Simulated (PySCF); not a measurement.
# Electron correlation in Pb⁺ (lead, charge +1)

[Xe] 4f14 5d10 6s2 6p1, 2P determinant. Computed with PySCF 2.14 in aug-cc-pVDZ-PP with ECP60MDF (5s4p3d, 32 functions), with a scalar-relativistic core potential. Frozen: 5s2 5p6 5d10; 3 electrons correlated.

MP2 pair energies summed by pair of shells (mhartree):

```json
{"pair": "6s-6s", "energy": "-13.06", "share (%)": "59.0"}
{"pair": "6s-6p", "energy": "-9.07", "share (%)": "41.0"}
```

Total MP2 correlation energy: -22.13 mhartree.

Same-spin part -1.82 and opposite-spin part -20.32 mhartree; SCS-MP2 scales them by 1/3 and 6/5 to -24.98 mhartree.

| level | correlation energy (mhartree) |
| --- | --- |
| CCSD | -31.72 |
| (T) | -0.23 |
| CCSD(T) | -31.95 |

Diagnostics: T1 = 0.0072, D1 = 0.0162, largest double amplitude 0.073.

Spin-orbit coupling, absent here, splits the open shell strongly.

Cost of the coupled-cluster step: 0.17 s of wall time on 1 thread of Neoverse-V1 (shared host), for 3 correlated electrons.
